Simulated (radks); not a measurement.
Task: All-electron atom: a nucleus of charge 51.5 with 50 electrons in [Kr] 4d10 5s2 5p2. Method: Dirac Kohn-Sham, BLYP, spin-unpolarised, spherical densities, point nucleus; open shells fill j = l - 1/2 first; computed with a radial shooting solver on a logarithmic mesh with Libxc functionals. Some entries of the table are withheld. Estimate them.

orbital  occ.  eigenvalue (eV)  r(max) (bohr)  <1/r> (bohr^-1)
1s1/2       2        -30959.98        0.01814            54.96
2s1/2       2        -4739.291         0.1026            12.78
2p1/2       2        -4438.264        0.07887            12.77
2p3/2       4        -4175.171        0.08353            11.83
3s1/2       2        -946.5921         0.2964            4.538
3p1/2       2        -823.1852         0.2828            4.448
3p3/2       4        -774.4054         0.2933            4.219
3d3/2       4        -556.5101         0.2392            4.069
3d5/2       6        -546.3387         0.2422            4.010
4s1/2       2        -169.4274         0.7117            1.804
4p1/2       2        -127.3453         0.7332              (1)
4p3/2       4        -118.1720         0.7577              (2)
4d3/2       4         -51.3511         0.8229            1.345
4d5/2       6         -49.9924         0.8319            1.326
5s1/2       2         -26.1285          1.810           0.6294
5p1/2       2         -17.2643          2.085              (3)
5p3/2       0         -16.3707          2.166              (4)

Result: 
(1) 4p1/2 <1/r> (bohr^-1): 1.691
(2) 4p3/2 <1/r> (bohr^-1): 1.616
(3) 5p1/2 <1/r> (bohr^-1): 0.5262
(4) 5p3/2 <1/r> (bohr^-1): 0.5046
